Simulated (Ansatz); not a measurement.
```yaml
crystal:
  periodic: [false, false, false]
  atoms:
    - {symbol: C, position_ang: [0.946113, -2.785626, -0.723744]}
    - {symbol: O, position_ang: [1.137158, -1.587870, -0.118119]}
    - {symbol: C, position_ang: [-0.058017, -0.765072, -0.345213]}
    - {symbol: C, position_ang: [-1.171698, -1.106611, -0.768549]}
    - {symbol: C, position_ang: [-2.173263, 0.031070, -0.863205]}
    - {symbol: C, position_ang: [-2.028415, 1.197193, -0.317073]}
    - {symbol: C, position_ang: [-0.749284, 1.521748, 0.285406]}
    - {symbol: C, position_ang: [0.263804, 0.551773, 0.228426]}
    - {symbol: O, position_ang: [1.381899, 0.797532, 0.980441]}
    - {symbol: C, position_ang: [1.642100, 2.140868, 1.344157]}
    - {symbol: H, position_ang: [0.121021, -3.430098, -0.204180]}
    - {symbol: H, position_ang: [0.801872, -2.692196, -1.611356]}
    - {symbol: H, position_ang: [1.921301, -3.397547, -0.459536]}
    - {symbol: H, position_ang: [-1.326232, -1.748726, -1.103139]}
    - {symbol: H, position_ang: [-3.067755, -0.165628, -1.236094]}
    - {symbol: H, position_ang: [-2.652346, 1.934679, -0.451221]}
    - {symbol: H, position_ang: [-0.599687, 2.640937, 0.568658]}
    - {symbol: H, position_ang: [2.743532, 2.125298, 1.900623]}
    - {symbol: H, position_ang: [0.966650, 2.410330, 2.334099]}
    - {symbol: H, position_ang: [1.762161, 2.804258, 0.844801]}
basis:
  gaussian: {orbitals: cc-pVDZ, final_grid: {core_spheres: 5, valence_spheres: 4, degree: 11}}
magnetization: {spin_polarized: true, initial_magnetization: 3}
hamiltonian: {xc: {name: rPW86-PBE}}
accuracy: high
output: {forces: true}
```

```sh
$ ansatz run in.yaml --threads 4 --pin off --events-out ev --progress --plain --max-ram 66560MiB --backend cpu
```

Output, abridged:

```
Error: a molecule whose nuclei and cores have a total charge of 74 cannot have a net charge of 0 together with 3 unpaired electrons
```

Something in this input is off. What?

The number of unpaired electrons doesn't fit the electron count. The program refused the input.
